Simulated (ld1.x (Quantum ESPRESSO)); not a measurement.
**Configuration tests for Tm (Z = 69) (TM semilocal)**

```json
{
 "Element": "Tm",
 "Generator": "ld1.x (Quantum ESPRESSO) 7.5",
 "Type": "norm-conserving Troullier–Martins (semilocal form)",
 "Functional": "PBE",
 "Relativity": "scalar-relativistic",
 "Frozen core": "[Kr]",
 "Valence charge": "33",
 "Reference configuration": "4d10 4f13 5s2 5p6 5d0 6s2 6p0",
 "Partial waves": "5s (bound): rc 1.40 bohr; 5p (bound): rc 1.30 bohr; 4d (bound): rc 0.85 bohr; 4f (bound): rc 1.15 bohr",
 "Local potential": "the f channel",
 "Core correction": "a·sin(br)/r model core inside 0.45 bohr"
}
```

Occupied shells without a wave of their own: 6s. They enter only through the test configuration that unscreens the potential, and ld1.x also counts them in the model core charge.

Energies are relative to the spin-unpolarised reference configuration 4d10 4f13 5s2 5p6 5d0 6s2 6p0; without spin polarisation the order of configurations can differ from experiment. Not all tests gave a result: 2 of 7 tests not solved or not reliable. Left out of the table: 4d10 4f13 5s2 5p6 5d0 6s0 6p1 (solver errors, printed error -9.0 eV); 4d10 4f13 5s2 5p6 5d0 6s1 6p1 (pseudo-atom not self-consistent, printed error -10136 eV). The frozen-core shift is the all-electron ΔE with the core orbitals held at their reference shape minus the fully relaxed ΔE.

ld1.x takes every shell without a wave as core, so the model core holds the 6s electrons as well and exchange and correlation see them twice. This cancels in the reference configuration, but the file is broken for other ones, and its errors say nothing about a proper core correction.

```json
{"valence configuration": "4d10 4f13 5s2 5p6 5d0 6s1 6p0", "charge": "+1", "ΔE all-electron (eV)": "6.457", "error AE − PS (meV)": "-238", "frozen-core shift (meV)": "+3.5"}
{"valence configuration": "4d10 4f13 5s2 5p6 5d0 6s0 6p0", "charge": "+2", "ΔE all-electron (eV)": "18.556", "error AE − PS (meV)": "-836", "frozen-core shift (meV)": "+9.3"}
{"valence configuration": "4d10 4f12 5s2 5p6 5d0 6s0 6p0", "charge": "+3", "ΔE all-electron (eV)": "44.977", "error AE − PS (meV)": "-1146", "frozen-core shift (meV)": "-40"}
{"valence configuration": "4d10 4f12 5s2 5p6 5d1 6s2 6p0", "charge": "0", "ΔE all-electron (eV)": "4.933", "error AE − PS (meV)": "-7.5", "frozen-core shift (meV)": "-47"}
{"valence configuration": "4d10 4f13 5s2 5p6 5d0 6s0 6p2", "charge": "0", "ΔE all-electron (eV)": "5.904", "error AE − PS (meV)": "-288", "frozen-core shift (meV)": "+3.7"}
```

Levels in the configuration 4d10 4f13 5s2 5p6 5d0 6s1 6p0:

| level | all-electron (eV) | pseudo (eV) |
| --- | --- | --- |
| 4d | -178.247 | -178.422 |
| 4f | -9.747 | -9.922 |
| 5s | -60.106 | -60.268 |
| 5p | -33.618 | -33.776 |
| 6s | -9.166 | -9.583 |

These tests converged, but a pseudo level misses the all-electron one widely, so the file describes the atom poorly there or has found another state: 4d10 4f13 5s2 5p6 5d0 6s1 6p0: empty 6p by 3.4 eV (a node warning on the way); 4d10 4f13 5s2 5p6 5d0 6s0 6p0: empty 6p by 4.9 eV. A variational frozen-core shift is positive and of second order in the change. This column holds negative values, so the frozen-core run of ld1.x carries numerical noise or an error of first order here, and the column gives no more than the rough size of the effect.
